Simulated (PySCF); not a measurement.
Compound: C₇H₉PS₂.
Z-matrix (Å and degrees, GFN2-xTB geometry), rows numbered from 1:
```
C 
C   1  1.4849
C   2  1.3282  1  124.43
P   3  1.8129  2  123.75  1    -3.40
S   4  1.9334  3  117.08  2   -70.04
C   4  1.8110  3  107.31  2    61.48
C   6  1.4196  4  122.78  3  -143.08
C   7  1.3537  6  112.23  4   179.31
S   8  1.7220  7  112.16  6    -0.16
C   6  1.3647  4  124.69  3    35.89
H   1  1.0908  2  110.25  3  -109.98
H   1  1.0890  2  110.05  3   131.38
H   1  1.0899  2  110.64  3    10.85
H   2  1.0843  1  116.02  3   179.32
H   3  1.0831  2  121.37  1  -178.50
H   4  1.4027  3   98.88  2   166.60
H   7  1.0761  6  122.81  4    -0.49
H   8  1.0719  7  128.64  6   179.72
H  10  1.0722  6  128.11  4     0.56
```

Definitions: NICS(0) = −σiso at the ring centroid; NICS(1) = −σiso and NICS(1)zz = −σzz at ±1 Å along the ring normal z. Level: GIAO PBE0/pcSseg-1 (PySCF, non-relativistic, gas phase) on the GFN2-xTB geometry, one conformer.

Ring bond lengths (Å), with Mayer bond orders in brackets: C6–C7 1.420 (1.26), C7–C8 1.354 (1.59), C8–S9 1.722 (1.17), S9–C10 1.712 (1.21), C10–C6 1.365 (1.53).

Question: What do the NICS probes read (ppm)?

Answer: 
| ring | type | NICS(0) | NICS(1), two faces | NICS(1)zz, two faces | rms pucker (Å) | centre to ring atoms, mean (Å) |
| --- | --- | --- | --- | --- | --- | --- |
| C6–C7–C8–S9–C10 | 5-membered ring with S; formal bonds all aromatic | -12.1 | -11.4 / -11.3 | -27.2 / -26.9 | 0.00 | 1.28 |

Question: What can be read from them?

Answer: 
- C6–C7–C8–S9–C10: mean NICS(1)zz -27.1 ppm, shielded. For a flat ring without four-coordinate atoms the NICS criterion counts such a value as aromatic.

Question: How equal are the bonds by HOMA? Use HOMA with the parameters of Krygowski (1993).

Answer: 
- C6–C7–C8–S9–C10: HOMA 0.80; the largest term is that of C7–C8, α(R − Ropt)² = 0.30. The geometric and the magnetic index point the same way.

Question: At the second NICS(1) probe listed for ring C6–C7–C8–S9–C10, 1 Å off the ring, how large is the induced field along the normal in 11.7 T applied along it?

Answer: NICSzz × B0 = -26.9 ppm × 11.7 T = -315 μT, against the applied field.

Question: Give the inner angles of the rings and the Hirshfeld charges of the ring atoms.

Answer: 
- C6–C7–C8–S9–C10: C6 112.5° (-0.074 e), C7 112.2° (-0.066 e), C8 112.2° (-0.078 e), S9 91.2° (+0.123 e), C10 111.9° (-0.077 e); sum 540.0° against 540° for a flat convex ring.
